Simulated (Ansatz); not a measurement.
`F[SiH2]B[SiH3]` + `[SiH3]S` → `[SiH3]BS[SiH3]` + `F[SiH3]` at 600 K and 1 bar (cleavage of the B–Si bond).

Program: Ansatz. Geometries: PBE0-D4/def2-TZVP. ΔE: electronic, gas phase. CBS: MP2 limit from def2 TZ/QZ plus the TZ coupled-cluster correction, frozen cores. This one scheme is used for every species. Each species was taken in one conformer, which may not be the lowest.

```json
{"species": "`F[SiH2]B[SiH3]`", "CCSD(T)/CBS energy (Eh)": "-706.36214", "H − E (kJ/mol)": "210.8", "S (J/(mol·K))": "452.5"}
{"species": "`[SiH3]S`", "CCSD(T)/CBS energy (Eh)": "-689.27336", "H − E (kJ/mol)": "126.3", "S (J/(mol·K))": "326.2"}
{"species": "`[SiH3]BS[SiH3]`", "CCSD(T)/CBS energy (Eh)": "-1004.95639", "H − E (kJ/mol)": "237.5", "S (J/(mol·K))": "473.8"}
{"species": "`F[SiH3]`", "CCSD(T)/CBS energy (Eh)": "-390.72345", "H − E (kJ/mol)": "101.0", "S (J/(mol·K))": "280.0"}
```

H − E and S are ideal-gas, rigid-rotor, harmonic terms from PBE0-D4/def2-TZVP, for one conformer and one mirror image of each species. 1 Eh = 2625.50 kJ/mol, R = 8.31446 J/(mol·K).

**Question.** By hand: ΔE, ΔH, ΔS and ΔG.

**Answer.** ΔE = (-1004.95639) + (-390.72345) − (-706.36214) − (-689.27336) = -0.04434 Eh = -116.4 kJ/mol. Δ(H − E) = 237.5 + 101.0 − 210.8 − 126.3 = 1.4, so ΔH = -115.0 kJ/mol. ΔS = 473.8 + 280.0 − 452.5 − 326.2 = -24.9 J/(mol·K). ΔG = -115.0 − 600 × (-24.9)/1000 = -100.1 kJ/mol.

**Question.** By hand: the equilibrium constant, and the temperature at which ΔG would vanish if ΔH and ΔS stayed fixed.

**Answer.** log₁₀ K = −ΔG/(RT ln 10) = 8.7. ΔG = 0 at ΔH/ΔS = 4618 K, far beyond where these terms or the molecules hold.

ΔH outweighs TΔS. A doubt of 5 kJ/mol in ΔE shifts log₁₀ K by 0.4 here. Other conformers and mirror images would add mixing entropy, several J/(mol·K) or more a flexible species. Modes under 60 cm⁻¹, often nearly free rotors, make the harmonic entropy too high. These are equilibria of isolated gas molecules and say nothing of rates. Largest T1 diagnostic: 0.015 (customary marks: 0.02 for closed shells, 0.045 for open ones).
